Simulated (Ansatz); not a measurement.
`O[B](F)[GeH3]` + CH₃SH → `CSB(O)F` + GeH₄ at 400 K and 1 bar (cleavage of the B–Ge bond).

Calculated with Ansatz (gas phase, PBE0-D4/def2-TZVP geometries, no zero-point term in ΔE). CCSD(T)/CBS is the MP2 limit (def2-TZVPP, def2-QZVPP) plus CCSD(T) − MP2 in def2-TZVPP, frozen cores. This one scheme is used for every species. For Ge outer-core shells are correlated without core-valence functions, which leaves a few kJ/mol of doubt a bond. Scalar relativity is left out up to krypton. One conformer a species, not always the lowest.

| species | CCSD(T)/CBS energy (Eh) | H − E (kJ/mol) | S (J/(mol·K)) |
| --- | --- | --- | --- |
| `O[B](F)[GeH3]` | -2278.38102 | 146.6 | 358.0 |
| CH₃SH | -438.22835 | 138.7 | 269.4 |
| `CSB(O)F` | -638.14232 | 190.3 | 362.2 |
| GeH₄ | -2078.49493 | 93.6 | 231.8 |

H − E and S are ideal-gas, rigid-rotor, harmonic terms from PBE0-D4/def2-TZVP, for one conformer and one mirror image of each species. 1 Eh = 2625.50 kJ/mol, R = 8.31446 J/(mol·K).

Q: By hand: ΔE, ΔH, ΔS and ΔG.

A: ΔE = (-638.14232) + (-2078.49493) − (-2278.38102) − (-438.22835) = -0.02788 Eh = -73.2 kJ/mol. Δ(H − E) = 190.3 + 93.6 − 146.6 − 138.7 = -1.4, so ΔH = -74.6 kJ/mol. ΔS = 362.2 + 231.8 − 358.0 − 269.4 = -33.4 J/(mol·K). ΔG = -74.6 − 400 × (-33.4)/1000 = -61.2 kJ/mol.

Q: By hand: the equilibrium constant, and the temperature at which ΔG would vanish if ΔH and ΔS stayed fixed.

A: log₁₀ K = −ΔG/(RT ln 10) = 8.0. ΔG = 0 at ΔH/ΔS = 2234 K.

ΔH outweighs TΔS. A doubt of 5 kJ/mol in ΔE shifts log₁₀ K by 0.7 here. Other conformers and mirror images would add mixing entropy, several J/(mol·K) or more a flexible species. These are equilibria of isolated gas molecules and say nothing of rates. Largest T1 diagnostic: 0.013 (customary marks: 0.02 for closed shells, 0.045 for open ones).
